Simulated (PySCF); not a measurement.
A run for PySCF: R-B3LYP/LANL2DZ on BFGeH4 (SMILES F[BH][GeH3]), a point of a bond scan (R = 1.985 Å).

```python
from pyscf import gto, scf, dft, mp
from pyscf.data.elements import chemcore

mol = gto.M(
    atom='''
    B     0.46769721   -1.26888638   -0.23111118
    F    -0.86767020   -2.66544406    0.22183297
    Ge    0.00616065    0.74780905    0.02847255
    H     0.13636752    1.48871861   -1.31738345
    H    -1.41069293    0.98372387    0.57986645
    H     1.02005387    1.39342996    0.99409325
    H     1.52157430   -1.65200678   -0.64980621
    ''',
    basis='lanl2dz',
    ecp={'Ge': 'lanl2dz'},
    charge=0, spin=0, verbose=3, max_memory=1800)
mf = dft.RKS(mol, xc='b3lyp')
mf.conv_tol = 1e-8
mf.max_cycle = 100
mf.kernel()
if not mf.converged:
    mf = mf.newton().run(mf.mo_coeff, mf.mo_occ)
```

The log:

```
converged SCF energy = -130.791978782964
```

Self-consistency was reached.

Cost: around 3 core-seconds (rough).
